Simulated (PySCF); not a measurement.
## Towards the basis-set limit for RbLi

State: ¹Σ⁺, singlet, closed shell. De refers to Rb + Li. RHF-based CCSD(T) in PySCF 2.14 with Rb cc-pwCVDZ-X2C, Li aug-cc-pVDZ-DK and Rb cc-pwCVTZ-X2C, Li aug-cc-pVTZ-DK (frozen core orbitals: 15; spin-free X2C with a Gaussian nucleus). Correlation energies are extrapolated as n⁻³ (n = 2, 3), Hartree–Fock as (n+1)·exp(−9√n). CV is the change on freezing 14 orbitals instead, in Rb cc-pwCVTZ-X2C, Li cc-pCVTZ-DK.

| Level | Re (Å) | ωe (cm⁻¹) | ωexe (cm⁻¹) | αe (cm⁻¹) | De (eV) |
| --- | --- | --- | --- | --- | --- |
| CCSD(T)/DZ | 3.5288 | 185.2 | 1.06 | 0.00152 | 0.682 |
| CCSD(T)/TZ | 3.4910 | 191.7 | 1.05 | 0.00144 | 0.726 |
| HF/CBS | 3.6762 | 182.0 | 0.723 | 0.00109 | -0.021 |
| MP2/CBS | 3.4728 | 199.2 | 0.838 | 0.00121 | 0.545 |
| CCSD/CBS | 3.4972 | 195.0 | 0.963 | 0.00133 | 0.700 |
| CCSD(T)/CBS | 3.4768 | 194.0 | n/a | 0.00141 | 0.740 |
| CCSD(T)/CBS+CV | 3.4664 | 194.8 | n/a | 0.00142 | 0.743 |

Task: How much is left between CCSD(T)/TZ and the basis-set limit, and how much do the triples give at the limit?

Result: CCSD(T)/CBS less CCSD(T)/TZ: -14.2 mÅ in Re, +2.3 cm⁻¹ in ωe and +0.014 eV in De. CCSD(T)/CBS less CCSD/CBS: -20.4 mÅ in Re, -1.0 cm⁻¹ in ωe and +0.040 eV in De.

Task: What do the later terms add?

Result: CV: -10.4 mÅ in Re, +0.8 cm⁻¹ in ωe and +0.003 eV in De, each against the row above.

The T1 diagnostic is 0.017. The open-shell atoms are computed with UHF. Spin–orbit coupling, excitations beyond (T) and corrections to the Born–Oppenheimer picture are left out.

The whole job (state search and all basis sets along the bond) took about 4.6 min on 4 threads of Arm Neoverse V2 (shared host), peak memory 3.6 GiB.
